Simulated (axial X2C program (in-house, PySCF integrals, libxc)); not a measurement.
**Working with the constants of GeN⁺**

A bond curve at the PBE0 level, 2c, was computed with an in-house relativistic program for diatomic molecules (basis Ge dyall-cv3z [9s9p7d4f1g], N dyall-av3z [7s7p3d2f] (cores contracted in-house)) for the state Ω = 1 (⟨Sz⟩ = 1.00, ⟨Lz⟩ = 0.00 at PBE0). Its fit gives Re = 1.8993 Å, ωe = 643.9 cm⁻¹, ωexe = 3.43 cm⁻¹ and αe = 3.033e-03 cm⁻¹; the masses are 73.9212 and 14.0031 u. Two-component means X2C with spin–orbit coupling and atomic mean-field Coulomb and Gaunt terms.

Question: Find the reduced mass, Be and the force constant.

Answer: From the PBE0 values: μ = 11.7729 u. Be = 16.8576/(μ Re²) = 0.3969 cm⁻¹. k = 5.8918×10⁻⁷ μ ωe² = 2.88 mdyn/Å.

Question: A Morse curve ties αe to the other constants (Pekeris). How well does that hold?

Answer: αe(Morse) = 6Be²/ωe × (√(ωexe/Be) − 1) = 2.848e-03 cm⁻¹; the PBE0 curve gives 3.033e-03 cm⁻¹, a ratio of 0.94.

Question: Estimate the centrifugal constant by the Kratzer relation.

Answer: D = 4Be³/ωe² = 6.03e-07 cm⁻¹.

Question: Where do the fundamental and the first overtone lie?

Answer: ν(1←0) = ωe − 2ωexe = 637.0 cm⁻¹; ν(2←0) = 2ωe − 6ωexe = 1267.2 cm⁻¹.

One determinant describes the state; a PBE0 search over occupations chose it and may have missed a lower one. Density functionals use the spin component along the axis (collinear). With several unpaired electrons one determinant need not be a pure state. Open-shell Ω = 0 determinants with evenly filled partner blocks cannot be reached by this program, so the Ω shown need not be the lowest component. This is the Ω = 1 component of a π² triplet; the 0⁺ component is not one determinant and can lie lowest.
